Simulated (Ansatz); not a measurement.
Relaxation of Sn12O20H17³⁺ (relaxed from a model of [(RSn)12O14(OH)6]2+, R = H, whose bonding it doesn't keep) with RKS r2SCAN-D4/def2-SVP.

```sh
$ ansatz run in.yaml --threads 4 --pin off --events-out ev --progress --plain --max-ram 46080MiB --backend cuda --devices 0, --max-vram 37GiB
```

```yaml
crystal:
  periodic: [false, false, false]
  atoms:
    - {symbol: Sn, position_ang: [0.164860, 1.865010, 2.536290]}
    - {symbol: Sn, position_ang: [1.842500, 2.930830, 0.090420]}
    - {symbol: Sn, position_ang: [2.725640, 0.284390, 1.558960]}
    - {symbol: Sn, position_ang: [0.123410, 1.014320, -1.314070]}
    - {symbol: Sn, position_ang: [1.926800, -2.364850, 0.133960]}
    - {symbol: Sn, position_ang: [-2.442320, 0.330400, 1.801570]}
    - {symbol: Sn, position_ang: [-0.212510, -1.780440, 2.319460]}
    - {symbol: Sn, position_ang: [-2.074910, 2.580950, -0.287010]}
    - {symbol: Sn, position_ang: [2.585240, -0.294520, -2.066780]}
    - {symbol: Sn, position_ang: [-0.149810, -1.733590, -2.798040]}
    - {symbol: Sn, position_ang: [-1.724970, -2.655470, -0.227030]}
    - {symbol: Sn, position_ang: [-2.754640, -0.125930, -1.803850]}
    - {symbol: O, position_ang: [0.963890, 1.085520, 0.768160]}
    - {symbol: O, position_ang: [-0.697130, 0.047810, 2.919070]}
    - {symbol: O, position_ang: [-1.649730, 2.237460, 1.623110]}
    - {symbol: O, position_ang: [-0.119890, 2.981070, -0.649520]}
    - {symbol: O, position_ang: [2.121070, 1.598570, -1.506590]}
    - {symbol: O, position_ang: [1.715970, -1.440840, 1.997930]}
    - {symbol: O, position_ang: [3.132970, -0.712980, -0.202900]}
    - {symbol: O, position_ang: [-1.669070, 1.574710, -2.093560]}
    - {symbol: O, position_ang: [0.742160, 0.086460, -3.013980]}
    - {symbol: O, position_ang: [0.094590, -2.952790, 0.629400]}
    - {symbol: O, position_ang: [1.618870, -2.127620, -1.816080]}
    - {symbol: O, position_ang: [-2.101650, -1.598470, 1.468540]}
    - {symbol: O, position_ang: [-3.132040, 0.803160, -0.002890]}
    - {symbol: O, position_ang: [-0.920600, -0.846930, -1.039940]}
    - {symbol: O, position_ang: [1.119890, 3.640970, 1.872750]}
    - {symbol: O, position_ang: [2.011090, 1.215120, 3.302750]}
    - {symbol: O, position_ang: [3.532030, 2.150670, 0.949820]}
    - {symbol: O, position_ang: [-1.058100, -3.432620, -2.044220]}
    - {symbol: O, position_ang: [-1.984880, -1.028770, -3.537130]}
    - {symbol: O, position_ang: [-3.469620, -1.944280, -1.122710]}
    - {symbol: H, position_ang: [1.575180, 4.240620, 2.455240]}
    - {symbol: H, position_ang: [1.972330, 0.669760, 4.081860]}
    - {symbol: H, position_ang: [4.192130, 2.633920, 1.436390]}
    - {symbol: H, position_ang: [-1.543060, -4.044180, -2.587920]}
    - {symbol: H, position_ang: [-1.947600, -0.484590, -4.318930]}
    - {symbol: H, position_ang: [-4.107130, -2.469900, -1.594070]}
    - {symbol: H, position_ang: [-0.296280, 2.562850, 3.902350]}
    - {symbol: H, position_ang: [2.347920, 4.234360, -0.686280]}
    - {symbol: H, position_ang: [4.115890, -0.159470, 2.218640]}
    - {symbol: H, position_ang: [2.922750, -3.600770, 0.369100]}
    - {symbol: H, position_ang: [-3.632430, 0.443860, 2.871700]}
    - {symbol: H, position_ang: [-0.379780, -2.806910, 3.541250]}
    - {symbol: H, position_ang: [-3.049780, 3.829680, -0.573510]}
    - {symbol: H, position_ang: [3.753440, -0.366010, -3.171900]}
    - {symbol: H, position_ang: [0.313320, -2.390410, -4.183800]}
    - {symbol: H, position_ang: [-2.373960, -4.026100, 0.285410]}
    - {symbol: H, position_ang: [-4.122060, 0.346000, -2.491430]}
basis:
  gaussian: {orbitals: def2-SVP, fitting: {mean_field: def2-universal-jkfit}}
total_charge: 3
hamiltonian: {xc: r2scan, dispersion: d4}
scf: {lower_state_search: "off"}
output: {orbitals: {seedname: orbitals}}
relax: {f_tol: 0.03, max_steps: 70}
```

Run time 93 s (4 threads of AMD EPYC 7R13 on a shared host and a share (37 GiB) of an NVIDIA H100 80GB HBM3), peak host memory 1.4 GiB.

Positions (Å) and forces (eV/Å) at steps 1, 2, 3, 4, 5 of 12:

```xyz
49
step=1 energy=-111160.8814 eV
Sn    0.165    1.865    2.536   -0.352    1.798    2.787
Sn    1.843    2.931    0.090    1.476    3.128   -1.229
Sn    2.726    0.284    1.559    2.967   -0.224    1.519
Sn    0.123    1.014   -1.314    0.699    2.420   -2.073
Sn    1.927   -2.365    0.134    1.848   -2.420    0.626
Sn   -2.442    0.330    1.802   -2.213    0.087    2.174
Sn   -0.213   -1.780    2.319   -0.254   -1.717    2.118
Sn   -2.075    2.581   -0.287   -1.622    2.850   -0.794
Sn    2.585   -0.295   -2.067    2.415    0.367   -2.322
Sn   -0.150   -1.734   -2.798    0.384   -2.150   -3.591
Sn   -1.725   -2.655   -0.227   -1.780   -3.132    0.447
Sn   -2.755   -0.126   -1.804   -3.666    0.327   -2.043
O     0.964    1.086    0.768   -0.244   -0.454    0.091
O    -0.697    0.048    2.919   -0.058    0.462   -0.613
O    -1.650    2.237    1.623    0.428   -0.594   -0.003
O    -0.120    2.981   -0.650    0.459   -0.915    0.128
O     2.121    1.599   -1.507   -0.823   -0.120    0.617
O     1.716   -1.441    1.998    0.076    0.364   -0.661
O     3.133   -0.713   -0.203   -0.615    0.046    0.387
O    -1.669    1.575   -2.094    0.614   -0.188    0.453
O     0.742    0.086   -3.014   -0.118    0.255    0.726
O     0.095   -2.953    0.629   -0.412    0.620   -0.126
O     1.619   -2.128   -1.816   -0.366    0.570    0.019
O    -2.102   -1.598    1.469    0.570    0.010   -0.502
O    -3.132    0.803   -0.003    0.590   -0.012   -0.339
O    -0.921   -0.847   -1.040    0.233   -0.054    0.700
O     1.120    3.641    1.873   -0.742   -1.148   -0.865
O     2.011    1.215    3.303   -0.148    0.591   -1.336
O     3.532    2.151    0.950   -1.172   -0.904   -0.686
O    -1.058   -3.433   -2.044    0.812    1.239    0.998
O    -1.985   -1.029   -3.537    0.122   -0.600    1.296
O    -3.470   -1.944   -1.123    1.295    0.970    0.803
H     1.575    4.241    2.455    0.499    0.684    0.793
H     1.972    0.670    4.082    0.055   -0.580    1.082
H     4.192    2.634    1.436    0.817    0.495    0.649
H    -1.543   -4.044   -2.588   -0.599   -0.781   -0.700
H    -1.948   -0.485   -4.319   -0.035    0.586   -1.040
H    -4.107   -2.470   -1.594   -0.812   -0.647   -0.596
H    -0.296    2.563    3.902   -0.534    0.767    1.585
H     2.348    4.234   -0.686    0.628    1.475   -0.742
H     4.116   -0.159    2.219    1.584   -0.537    0.780
H     2.923   -3.601    0.369    0.940   -1.194    0.203
H    -3.632    0.444    2.872   -1.157    0.100    1.005
H    -0.380   -2.807    3.541   -0.133   -0.958    1.196
H    -3.050    3.830   -0.574   -0.804    1.004   -0.193
H     3.753   -0.366   -3.172    0.968   -0.088   -0.872
H     0.313   -2.390   -4.184    0.536   -0.743   -1.619
H    -2.374   -4.026    0.285   -0.774   -1.614    0.582
H    -4.122    0.346   -2.491   -1.582    0.561   -0.816
49
step=2 energy=-111166.7465 eV
Sn    0.137    1.939    2.659    0.036    0.077   -0.253
Sn    1.905    3.071    0.027   -0.121   -0.139   -0.087
Sn    2.856    0.261    1.621   -0.073    0.150   -0.207
Sn    0.138    1.073   -1.371   -0.154   -0.243   -0.002
Sn    2.014   -2.500    0.148   -0.140    0.294   -0.114
Sn   -2.571    0.328    1.898    0.224    0.074   -0.253
Sn   -0.215   -1.858    2.439    0.003    0.185   -0.293
Sn   -2.143    2.722   -0.308    0.331   -0.360    0.068
Sn    2.710   -0.273   -2.161   -0.356    0.066    0.333
Sn   -0.116   -1.813   -2.953    0.115    0.052    0.135
Sn   -1.793   -2.785   -0.195    0.051    0.012    0.116
Sn   -2.907   -0.090   -1.888    0.073    0.075    0.152
O     1.018    1.140    0.821    0.191    0.210    0.154
O    -0.714    0.057    2.885   -0.298    0.140   -0.010
O    -1.651    2.202    1.600   -0.042   -0.147    0.162
O    -0.114    2.976   -0.631    0.096    0.051   -0.112
O     2.124    1.595   -1.487   -0.045    0.140   -0.059
O     1.712   -1.439    1.959    0.200   -0.170   -0.198
O     3.094   -0.725   -0.211   -0.023   -0.158    0.152
O    -1.690    1.580   -2.063   -0.307    0.341    0.124
O     0.768    0.063   -3.002    0.432   -0.118   -0.160
O     0.087   -2.920    0.638   -0.162    0.017    0.198
O     1.624   -2.077   -1.807    0.094    0.066   -0.148
O    -2.068   -1.590    1.462    0.164   -0.186    0.074
O    -3.088    0.829   -0.008   -0.049    0.156   -0.091
O    -0.969   -0.882   -1.109   -0.043    0.048   -0.188
O     1.125    3.633    1.858   -0.072    0.051    0.032
O     2.008    1.215    3.296   -0.006   -0.047    0.060
O     3.517    2.156    0.943    0.077   -0.044   -0.025
O    -1.056   -3.422   -2.043    0.101    0.031    0.027
O    -1.984   -1.028   -3.535   -0.047    0.022   -0.153
O    -3.461   -1.937   -1.124    0.013    0.092    0.061
H     1.567    4.248    2.462    0.015    0.210    0.144
H     1.986    0.680    4.103    0.142    0.033    0.320
H     4.203    2.629    1.436    0.235    0.072    0.059
H    -1.537   -4.060   -2.590   -0.044   -0.277   -0.105
H    -1.961   -0.492   -4.342   -0.129    0.008   -0.349
H    -4.121   -2.472   -1.588   -0.259   -0.139   -0.018
H    -0.347    2.636    4.053   -0.296    0.503    1.001
H     2.415    4.389   -0.762    0.486    1.077   -0.471
H     4.266   -0.210    2.292    1.000   -0.296    0.505
H     3.025   -3.736    0.390    0.750   -1.007    0.148
H    -3.764    0.452    2.982   -0.972    0.056    0.806
H    -0.391   -2.903    3.667   -0.070   -0.677    0.909
H    -3.143    3.955   -0.595   -0.723    0.969   -0.166
H     3.873   -0.372   -3.275    0.925   -0.048   -0.795
H     0.369   -2.470   -4.354    0.331   -0.554   -1.169
H    -2.448   -4.180    0.340   -0.517   -1.020    0.298
H    -4.289    0.404   -2.577   -1.137    0.351   -0.610
49
step=3 energy=-111167.7727 eV
Sn    0.131    1.964    2.705    0.092    0.026   -0.002
Sn    1.931    3.117    0.019   -0.150   -0.131   -0.167
Sn    2.901    0.255    1.648   -0.009    0.087    0.038
Sn    0.127    1.062   -1.380   -0.177   -0.362    0.119
Sn    2.027   -2.549    0.130    0.104    0.022    0.053
Sn   -2.624    0.321    1.906    0.013    0.080    0.089
Sn   -0.211   -1.863    2.457    0.024    0.012    0.042
Sn   -2.152    2.751   -0.287    0.035    0.005   -0.046
Sn    2.747   -0.271   -2.157   -0.030    0.045   -0.020
Sn   -0.100   -1.834   -3.024   -0.025    0.043   -0.119
Sn   -1.820   -2.827   -0.197   -0.059   -0.133    0.054
Sn   -2.965   -0.066   -1.930   -0.017    0.038   -0.123
O     1.053    1.178    0.852    0.194    0.142    0.284
O    -0.746    0.069    2.880   -0.207    0.005    0.055
O    -1.664    2.188    1.626   -0.161    0.009    0.033
O    -0.104    2.969   -0.633    0.040    0.180   -0.070
O     2.115    1.600   -1.482    0.099    0.144   -0.094
O     1.728   -1.458    1.935    0.096   -0.182   -0.060
O     3.099   -0.751   -0.193    0.074   -0.135   -0.060
O    -1.716    1.602   -2.045   -0.294    0.240    0.025
O     0.803    0.048   -3.007    0.297   -0.124   -0.201
O     0.076   -2.924    0.643   -0.161   -0.070    0.151
O     1.636   -2.081   -1.833    0.177   -0.043   -0.045
O    -2.066   -1.603    1.461    0.068   -0.212    0.065
O    -3.108    0.846   -0.022   -0.112    0.137    0.066
O    -1.005   -0.902   -1.171    0.056    0.166   -0.127
O     1.126    3.653    1.870    0.058    0.346    0.275
O     2.020    1.219    3.320   -0.013   -0.484    0.745
O     3.539    2.163    0.947    0.395    0.123    0.127
O    -1.046   -3.428   -2.061   -0.156   -0.464   -0.343
O    -1.993   -1.017   -3.575   -0.041    0.446   -0.824
O    -3.477   -1.926   -1.132   -0.499   -0.240   -0.193
H     1.488    4.345    2.460   -0.160   -0.175   -0.212
H     2.098    0.795    4.209    0.028    0.417   -0.601
H     4.300    2.613    1.366   -0.191   -0.138   -0.177
H    -1.427   -4.172   -2.579    0.247    0.344    0.331
H    -2.071   -0.594   -4.465   -0.020   -0.410    0.611
H    -4.236   -2.440   -1.489    0.368    0.258    0.264
H    -0.346    2.688    4.164    0.000    0.035    0.048
H     2.515    4.520   -0.715    0.042    0.049    0.029
H     4.364   -0.217    2.366    0.053    0.002    0.028
H     3.053   -3.864    0.357    0.014   -0.086   -0.018
H    -3.891    0.421    3.009   -0.083   -0.027    0.019
H    -0.366   -2.921    3.760    0.027   -0.002    0.073
H    -3.168    4.060   -0.553   -0.020    0.089    0.025
H     3.987   -0.354   -3.286    0.091    0.020   -0.018
H     0.369   -2.524   -4.498   -0.005   -0.045   -0.068
H    -2.530   -4.286    0.299   -0.033   -0.040   -0.020
H    -4.405    0.421   -2.675   -0.069   -0.005   -0.043
49
step=4 energy=-111167.9902 eV
Sn    0.118    1.968    2.751    0.277    0.047   -0.171
Sn    1.908    3.063    0.046    0.074   -0.035    0.249
Sn    2.931    0.231    1.676   -0.135    0.303   -0.018
Sn    0.082    1.042   -1.468    0.089    0.267   -0.202
Sn    2.024   -2.567    0.111    0.104    0.125    0.036
Sn   -2.646    0.317    1.896    0.084    0.134    0.042
Sn   -0.197   -1.846    2.466    0.102    0.136    0.047
Sn   -2.154    2.767   -0.274    0.098    0.107    0.224
Sn    2.767   -0.270   -2.155    0.169    0.065    0.198
Sn   -0.084   -1.835   -3.081    0.134    0.050    0.101
Sn   -1.829   -2.837   -0.204    0.094    0.049    0.169
Sn   -3.000   -0.035   -1.966    0.050    0.101    0.133
O     1.126    1.227    0.963   -0.172   -0.134   -0.231
O    -0.790    0.079    2.893   -0.015   -0.170   -0.015
O    -1.680    2.189    1.643   -0.116   -0.136    0.060
O    -0.107    2.940   -0.653   -0.105   -0.255   -0.093
O     2.082    1.589   -1.490   -0.220   -0.184   -0.047
O     1.757   -1.494    1.920   -0.142   -0.092    0.035
O     3.112   -0.770   -0.189   -0.044   -0.176    0.034
O    -1.784    1.661   -2.059    0.011   -0.109   -0.212
O     0.864    0.026   -3.071   -0.196    0.021   -0.132
O     0.062   -2.929    0.660   -0.141   -0.009   -0.134
O     1.668   -2.087   -1.867   -0.125   -0.011   -0.094
O    -2.057   -1.621    1.470   -0.029   -0.080   -0.179
O    -3.138    0.881   -0.030   -0.017   -0.079   -0.136
O    -0.995   -0.855   -1.224   -0.029    0.032   -0.124
O     1.026    3.688    1.865    0.175    0.140    0.113
O     1.996    1.166    3.341    0.113   -0.253    0.703
O     3.595    2.102    0.885    0.118    0.169    0.127
O    -0.990   -3.428   -2.061   -0.146    0.047    0.041
O    -1.979   -0.977   -3.600   -0.038    0.139   -0.321
O    -3.495   -1.881   -1.105    0.119   -0.092   -0.045
H     1.326    4.437    2.412   -0.080   -0.038   -0.092
H     2.200    0.923    4.268   -0.008    0.195   -0.339
H     4.391    2.544    1.229   -0.048   -0.048   -0.094
H    -1.274   -4.240   -2.522    0.056    0.104    0.094
H    -2.177   -0.725   -4.527    0.028   -0.149    0.317
H    -4.302   -2.369   -1.355    0.098    0.055    0.062
H    -0.359    2.671    4.218    0.009    0.041    0.050
H     2.506    4.477   -0.671    0.011   -0.022    0.063
H     4.383   -0.256    2.405    0.056    0.011    0.033
H     2.978   -3.947    0.275    0.028   -0.031    0.014
H    -3.976    0.345    2.931   -0.025    0.004    0.035
H    -0.300   -2.848    3.815   -0.015   -0.063    0.063
H    -3.070    4.169   -0.417   -0.062    0.012   -0.063
H     4.113   -0.264   -3.160   -0.005   -0.025   -0.086
H     0.364   -2.546   -4.549   -0.036   -0.065   -0.083
H    -2.550   -4.298    0.269   -0.063   -0.060   -0.066
H    -4.448    0.424   -2.710   -0.084   -0.035   -0.065
49
step=5 energy=-111168.1993 eV
Sn    0.154    1.958    2.786   -0.088   -0.149    0.068
Sn    1.895    3.013    0.092    0.078    0.053    0.113
Sn    2.930    0.244    1.725   -0.058   -0.164    0.057
Sn    0.053    1.110   -1.654   -0.338   -0.182   -0.589
Sn    2.018   -2.551    0.111    0.039    0.096    0.026
Sn   -2.632    0.319    1.889    0.078    0.072    0.011
Sn   -0.193   -1.851    2.484    0.138    0.160    0.100
Sn   -2.142    2.771   -0.250   -0.158   -0.084    0.021
Sn    2.778   -0.267   -2.131   -0.008   -0.179   -0.038
Sn   -0.073   -1.817   -3.119   -0.125    0.114    0.185
Sn   -1.830   -2.861   -0.167   -0.151   -0.021   -0.356
Sn   -3.008   -0.005   -1.997    0.222   -0.106    0.050
O     1.147    1.224    1.023    0.124    0.097    0.165
O    -0.788    0.066    2.906   -0.034   -0.035   -0.030
O    -1.675    2.181    1.671    0.016    0.021   -0.021
O    -0.119    2.904   -0.661    0.107   -0.153   -0.062
O     2.054    1.563   -1.492   -0.188    0.029    0.052
O     1.753   -1.502    1.935   -0.033   -0.035   -0.031
O     3.118   -0.778   -0.161    0.002    0.030   -0.014
O    -1.851    1.721   -2.139    0.228    0.138    0.025
O     0.893    0.026   -3.188    0.053    0.245    0.092
O     0.050   -2.919    0.660    0.075   -0.059   -0.061
O     1.661   -2.061   -1.877   -0.033    0.023    0.059
O    -2.045   -1.626    1.460   -0.102    0.050    0.006
O    -3.120    0.890   -0.050    0.058   -0.034    0.024
O    -0.960   -0.755   -1.292   -0.035    0.016   -0.119
O     1.025    3.690    1.897    0.173    0.169    0.065
O     1.990    1.094    3.439    0.246   -0.057    0.738
O     3.614    2.093    0.911    0.108    0.200    0.074
O    -0.988   -3.374   -2.043   -0.089    0.061    0.123
O    -1.974   -0.946   -3.636   -0.177    0.060   -0.563
O    -3.443   -1.859   -1.106    0.159   -0.068    0.045
H     1.258    4.498    2.392   -0.088   -0.120   -0.110
H     2.308    1.033    4.372   -0.230    0.076   -0.729
H     4.450    2.527    1.161   -0.117   -0.091   -0.085
H    -1.223   -4.214   -2.475    0.007    0.013    0.034
H    -2.279   -0.862   -4.572    0.200   -0.070    0.639
H    -4.271   -2.331   -1.301    0.003   -0.011    0.019
H    -0.336    2.668    4.250    0.005    0.007   -0.011
H     2.503    4.431   -0.609   -0.022   -0.043    0.011
H     4.389   -0.248    2.444   -0.002    0.011   -0.009
H     2.953   -3.951    0.265   -0.009    0.009   -0.002
H    -3.976    0.326    2.913    0.009   -0.002   -0.009
H    -0.312   -2.872    3.823   -0.020   -0.036    0.005
H    -3.087    4.156   -0.427    0.022   -0.014    0.001
H     4.102   -0.282   -3.174   -0.019    0.010    0.016
H     0.320   -2.608   -4.569   -0.022   -0.015    0.010
H    -2.594   -4.332    0.209   -0.002   -0.005    0.003
H    -4.494    0.364   -2.728    0.000   -0.028    0.002
```

In the def2 sets Sn takes a core potential; there is no spin–orbit coupling. Single mean-field runs in def2-SVP are fitted with def2-universal-jkfit.
